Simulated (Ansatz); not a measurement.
Relaxation of H4OSiTe (7 atoms, charge 0, multiplicity 1), to a largest force component of 0.015 eV/Å in at most 40 steps.

Computed with RKS B3LYP/def2-SVP in Ansatz.

```xyz
7
Properties=species:S:1:pos:R:3:forces:R:3
O -1.230 -0.697 -0.496 -0.66 1.98 -0.53
Si -0.140 0.474 0.096 -0.73 -0.76 0.31
Te 0.861 1.578 -1.857 -0.14 0.75 -0.96
H -1.843 -0.093 -1.034 0.76 -1.66 0.80
H -0.880 1.473 0.907 -0.06 0.09 0.11
H 0.927 -0.138 0.922 0.06 -0.12 -0.10
H -0.693 2.123 -2.412 0.77 -0.27 0.37
```

Question: Where does it end, and by what steps?

Answer: The run converged. The force dipped under the threshold on the way, but the program's further checks kept it going. After 12 steps the energy has fallen by 0.310 eV; H7 moved furthest, 0.70 Å.

```csv
step,energy less start (eV),largest force component (eV/Å),accepted
0,0.0000,1.976,yes
1,-0.1218,1.703,yes
2,-0.1859,1.502,yes
3,-0.2802,0.514,yes
4,-0.2840,0.638,yes
5,-0.3039,0.131,yes
6,-0.3084,0.030,yes
7,-0.3061,0.109,no
8,-0.3091,0.015,yes
9,-0.3093,0.030,yes
10,-0.3093,0.042,yes
11,-0.3095,0.016,yes
12,-0.3095,0.005,yes
```

```xyz
7
Properties=species:S:1:pos:R:3
O -1.266 -0.783 -0.270
Si -0.229 0.488 0.018
Te 0.814 1.457 -2.082
H -1.944 -0.658 -0.947
H -0.903 1.623 0.713
H 0.868 -0.074 0.841
H -0.338 2.666 -2.148
```

Run time: 46 s on 1 thread of Arm Neoverse V1 (shared host), peak memory 0.16 GiB.
